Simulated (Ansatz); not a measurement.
Ansatz (a quantum-chemistry and plane-wave program) input (MP2/3-21G): The .json file is the Basis Set Exchange's 3-21G.

Ansatz 0.2 input:
```yaml
crystal:
  periodic: [false, false, false]
  atoms:
    - {symbol: C, position_ang: [-1.48752700, -0.09093500, -0.13571900]}
    - {symbol: B, position_ang: [0.11923500, 0.14157700, -0.02817100]}
    - {symbol: O, position_ang: [0.76600700, 1.23227600, -0.27483200]}
    - {symbol: O, position_ang: [0.76822700, -1.08768800, 0.40004100]}
    - {symbol: H, position_ang: [-1.91471700, -0.40233600, 0.82663100]}
    - {symbol: H, position_ang: [-1.99995200, 0.81984500, -0.45643000]}
    - {symbol: H, position_ang: [-1.73209800, -0.88946600, -0.84854100]}
    - {symbol: H, position_ang: [1.70188600, -0.84702400, 0.43184000]}
basis:
  gaussian:
    orbitals: 3-21G.json
total_charge: -1
magnetization: {spin_polarized: false}
correlation: {method: mp2, electrons: outside_noble_gas}
```

Output:

```
Functional definition: HF
integrals: 0.01 GiB planned
499 factors; integrals over basis functions are off by at most 9.2e-4 eV
mean field: 0.09 GiB planned
mean field evaluation 1: about -5807.4409 eV, gradient 3.2e1 eV
mean field evaluation 2: about -5807.4384 eV, gradient 3.2e1 eV
mean field evaluation 4: about -5809.9765 eV, gradient 2.9e0 eV
mean field evaluation 8: about -5810.0112 eV, gradient 1.2e-1 eV
mean field -5810.01132242 eV, -213.5139779317 hartree, gradient 3.9e-6 eV, S^2 0.000000; 0 other end points of the search recorded, 0 dependent functions left out
4 core orbitals not correlated
reference -5810.01132242 eV, -213.5139779317 hartree; 12, 12 occupied and 28, 28 virtual orbitals, 499 factors
second order -10.51372392 eV of doubles, -0.00000000 eV of singles
Total energy: -5820.52504634 eV, -213.9003501594 hartree
```

The dipole moment of an ion depends on the origin.

The geometry given is a B3LYP-D3(BJ)/def2-TZVP minimum.
